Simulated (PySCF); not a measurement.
## TDDFT excited states: CH6NOPSi

Species: CH₆NOPSi.
SMILES: `NC(=O)[SiH2]P`

Level of theory: TDDFT wB97X-D/def2-SVPD, vertical, gas phase, core orbitals frozen in the response (PySCF 2.14.0, density-fitted response routines). Geometry: PBE0-D3(BJ)/def2-SVP, one conformer, isolated molecule. Torsions of this conformer, `[NH2:1][C:2](=[O:3])[SiH2:4][PH2:5]`: N1–C2–Si4–P5 17°, H–N1–C2–O3 -2°, H–N1–C2–O3 -177°, H–P5–Si4–C2 84°, H–P5–Si4–C2 179°.

Q: List the vertical singlet excitations with oscillator strengths and describe the spectrum.

A: 

| state | E (eV) | ν̃ (cm⁻¹) | f | main configurations (H = HOMO, L = LUMO) |
| --- | --- | --- | --- | --- |
| S1 | 4.80 | 38740 | 0.0027 | H→L (86%) |
| S2 | 6.42 | 51780 | 0.0045 | H-1→L+2 (34%), H-1→L (20%), H→L+2 (16%) |
| S3 | 6.65 | 53650 | 0.0038 | H→L+1 (74%), H-1→L+2 (8%) |
| S4 | 6.75 | 54460 | 0.0013 | H→L+2 (38%), H→L+3 (20%), H-1→L+1 (14%) |
| S5 | 6.88 | 55530 | 0.063 | H-1→L (29%), H-1→L+1 (18%), H-1→L+2 (16%) |
| S6 | 7.02 | 56630 | 0.048 | H-1→L+1 (45%), H-1→L (33%), H→L+2 (8%) |
| S7 | 7.14 | 57570 | 0.047 | H-1→L+2 (30%), H-2→L (22%), H→L+2 (22%) |
| S8 | 7.30 | 58870 | 0.189 | H→L+3 (24%), H-2→L (24%), H-1→L+3 (16%) |
| S9 | 7.35 | 59320 | 0.082 | H-1→L+3 (48%), H→L+4 (15%), H-1→L+4 (9%) |
| S10 | 7.52 | 60660 | 0.013 | H-2→L+1 (69%), H-2→L+5 (12%) |

Triplets, Tamm–Dancoff:

```
state  E (eV)  λ (nm)   main configurations (H = HOMO, L = LUMO)
   T1    4.24   292.3                                  H→L (85%)
   T2    5.18   239.2                                H-2→L (83%)
   T3    5.76   215.3               H-1→L+2 (37%), H-1→L+1 (37%)
   T4    5.81   213.4  H-1→L+3 (29%), H-1→L (20%), H-1→L+2 (19%)
```

The lowest singlet lies at 4.80 eV (258 nm, ultraviolet) and is very weak; its leading configuration is HOMO→LUMO (86%). The most intense listed level is S8 at 7.30 eV (170 nm, f = 0.189), 2.50 eV above S1. Löwdin shares by element: HOMO oxygen 56%, carbon 15%, silicon 12%, phosphorus 8%; LUMO carbon 27%, silicon 21%, oxygen 17%, nitrogen 13% (atoms not listed hold the other 22%). Weighted by f, the mean energy of these states is 7.18 eV. The listed states span 2.72 eV, and the widest gap between neighbours is 1.62 eV (S1 to S2). Orbital energies (eV): HOMO-3 -11.43, HOMO-2 -10.15, HOMO-1 -9.72, HOMO -9.03, LUMO 1.25, LUMO+1 1.53, LUMO+2 1.81. No computed singlet lies in the visible range (380 to 750 nm); the lowest, at 258 nm, stands 1.54 eV above its violet end (3.26 eV). All these states lie below the vertical ionisation energy of 9.25 eV (ΔSCF). The window holds the lowest 10 singlets.
